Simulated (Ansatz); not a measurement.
LiSn₂ was relaxed with PBE-D4 (def2-TZVP) in Ansatz in these states: neutral doublet, neutral quartet. The geometries follow in no particular order.

In the def2 sets Sn takes a core potential; there is no spin–orbit coupling.

A:

```xyz
3

Li   -0.9062   -1.1122    0.5878
Sn   -0.3568    1.5963    0.4258
Sn    1.2630   -0.4841   -1.0135
```

B:

```xyz
3

Li    0.044    1.648   -0.262
Sn   -0.505   -1.002   -1.072
Sn    0.461   -0.646    1.334
```

**Question.** Judge from the bond lengths which geometry belongs to which state (an estimate).

**Answer.** A is the neutral quartet (Sn2–Sn3 3.004 Å, Li1–Sn2 2.768 Å, Li1–Sn3 2.768 Å); B is the neutral doublet (Sn2–Sn3 2.617 Å, Li1–Sn2 2.825 Å, Li1–Sn3 2.825 Å).

At PBE-D4/def2-TZVP the gap within one spin of the charge 0 doublet nearly closes, so an electron or hole may be smeared out by delocalisation error. At PBE0-D4/def2-TZVP a doublet lies 0.69 eV below the neutral quartet. These are the stationary points nearest to one start from a short search; other shapes may lie lower in each state.
